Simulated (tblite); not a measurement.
Compound: C₈H₁₄P (charge +1).
Atom-mapped SMILES: `[CH3:1][C:2]1=[CH:3][P+:4]([CH3:5])([CH3:6])[C:7]([CH3:8])=[CH:9]1` (hydrogens: H10, H11, H12 on C1; H13 on C3; H14, H15, H16 on C5; H17, H18, H19 on C6; H20, H21, H22 on C8; H23 on C9)

Level: GFN2-xTB in tblite, geometry and Hessian alike; calculated harmonic values, unscaled, isolated species. The method is semi-empirical: single wavenumbers can be off by several per cent or more.

Harmonic wavenumbers (cm⁻¹): 75.2, 88.6, 119.9, 134.3, 156.3, 164.3, 179.0, 184.1, 206.0, 244.9, 293.7, 360.8, 429.8, 437.7, 535.3, 541.2, 620.7, 716.9, 754.7, 782.2, 822.8, 825.7, 846.1, 874.1, 890.5, 920.3, 947.5, 994.8, 1002.5, 1008.7, 1014.6, 1102.4, 1145.2, 1210.1, 1301.3, 1303.1, 1308.7, 1383.6, 1386.9, 1388.8, 1393.0, 1396.8, 1399.8, 1440.9, 1445.2, 1449.3, 1450.8, 1569.1, 1634.1, 2989.3, 2991.3, 2994.5, 2995.9, 2997.0, 3007.6, 3008.0, 3009.4, 3010.1, 3022.8, 3054.9, 3069.8, 3112.0, 3124.6.

A = 1897, B = 1136, C = 901.5 MHz; mass 141.083 u (most abundant isotopes); point group Cs, symmetry number 1.

What is the zero-point energy?

Half the sum of the wavenumbers: 42135 cm⁻¹ = 120.47 kcal/mol.

Give the ideal-gas entropy at 400 K and 1 bar in the rigid-rotor, harmonic-oscillator model (classical rotation).

Translation 42.23, rotation 30.37, vibration 48.55: S = 121.1 cal/(mol K).

And Cp and H(400 K) − H(0)?

Cp = 57.72 cal/(mol K), of which vibrations give 49.77 (their classical limit is 63 R = 125.2); H(400 K) − H(0) = 13.48 kcal/mol without the zero-point energy, 10.30 from vibrations.

Blend soft modes into free rotors: weight 1/[1 + (100 cm⁻¹/ν̃)⁴] for the oscillator and the rest for a rotor with moment μB/(μ + B), μ = h/(8π²ν), B = 10⁻⁴⁴ kg m². What vibrational entropy results?

46.50 cal/(mol K) in place of 48.55, which changes −T·S at 400 K by +0.82 kcal/mol.

What must be added to the electronic energy to get the Gibbs energy at 400 K and 1 bar?

ZPE + [H(400 K) − H(0)] − T·S = 120.47 + 13.48 − 48.46 = 85.49 kcal/mol.

How do the functions run with temperature in this model?

```json
{"T (K)": "150", "S (cal/(mol K))": "81.1", "Cp (cal/(mol K))": "28.7", "H − H(0) (kcal/mol)": "2.69", "G − H(0) (kcal/mol)": "-9.48", "ln q(vib)": "3.19"}
{"T (K)": "250", "S (cal/(mol K))": "98.4", "Cp (cal/(mol K))": "40.1", "H − H(0) (kcal/mol)": "6.12", "G − H(0) (kcal/mol)": "-18.48", "ln q(vib)": "6.54"}
{"T (K)": "298.15", "S (cal/(mol K))": "106.0", "Cp (cal/(mol K))": "45.9", "H − H(0) (kcal/mol)": "8.19", "G − H(0) (kcal/mol)": "-23.40", "ln q(vib)": "8.14"}
{"T (K)": "600", "S (cal/(mol K))": "148.3", "Cp (cal/(mol K))": "76.1", "H − H(0) (kcal/mol)": "26.98", "G − H(0) (kcal/mol)": "-61.97", "ln q(vib)": "17.82"}
{"T (K)": "900", "S (cal/(mol K))": "182.8", "Cp (cal/(mol K))": "94.1", "H − H(0) (kcal/mol)": "52.72", "G − H(0) (kcal/mol)": "-111.80", "ln q(vib)": "26.73"}
```

q(vib) and H(0) count from the zero-point level.

Hindered rotation and anharmonicity are outside this model.

Hardware: one thread, AMD EPYC 9R45 (x86_64), shared host with 96 logical CPUs at a one-minute load of 19. Cost: 0.65 s wall. This covers the Hessian and the dipole derivatives.
